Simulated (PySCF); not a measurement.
Stretching YH

Set-up: Y def2-TZVPP with ECP28, H def2-TZVPP; scalar-relativistic core potentials (PySCF 2.14). Energies in eV from Y (4d1 5s2) + H in their ground configurations at the same level. State: ¹Σ⁺ (singlet), closed shell.

| R (Å) | BP86 | TPSS | r²SCAN |
| --- | --- | --- | --- |
| 1.644 | -2.497 | -2.526 | -2.242 |
| 1.721 | -2.725 | -2.766 | -2.473 |
| 1.797 | -2.860 | -2.909 | -2.608 |
| 1.855 | -2.913 | -2.965 | -2.659 |
| 1.912 | -2.930 | -2.986 | -2.676 |
| 1.969 | -2.920 | -2.977 | -2.662 |
| 2.046 | -2.871 | -2.928 | -2.609 |
| 2.141 | -2.767 | -2.820 | -2.497 |
| 2.256 | -2.597 | -2.645 | -2.317 |
| 2.409 | -2.329 | -2.364 | -2.031 |

Put a parabola through the three lowest points of the BP86 curve and estimate Re, k and ωe (reduced mass 0.9965 u; 1 eV/Å² = 0.16022 mdyn/Å; ωe = 1302.8·√(k/μ) cm⁻¹).

Through R = 1.855, 1.912, 1.969 Å the second-order coefficient is 4.16 eV/Å², so Re ≈ 1.919 Å, k ≈ 1.33 mdyn/Å and ωe ≈ 1506 cm⁻¹. A polynomial fit of higher order to the unrounded BP86 energies gives Re = 1.918 Å, k = 1.35 mdyn/Å, ωe = 1514 cm⁻¹; anharmonicity and rounding make the difference.

The higher-order fit for each curve: BP86: Re = 1.918 Å, ωe = 1514 cm⁻¹, De = 2.93 eV; TPSS: Re = 1.922 Å, ωe = 1541 cm⁻¹, De = 2.99 eV; r²SCAN: Re = 1.913 Å, ωe = 1549 cm⁻¹, De = 2.68 eV.

The metal atom is held in its measured ground configuration; semilocal functionals can put another filling of s and d lower by some tenths of an eV, and De to that atom would be smaller. Spin–orbit coupling is left out, which matters for elements this heavy, above all for dissociation energies.
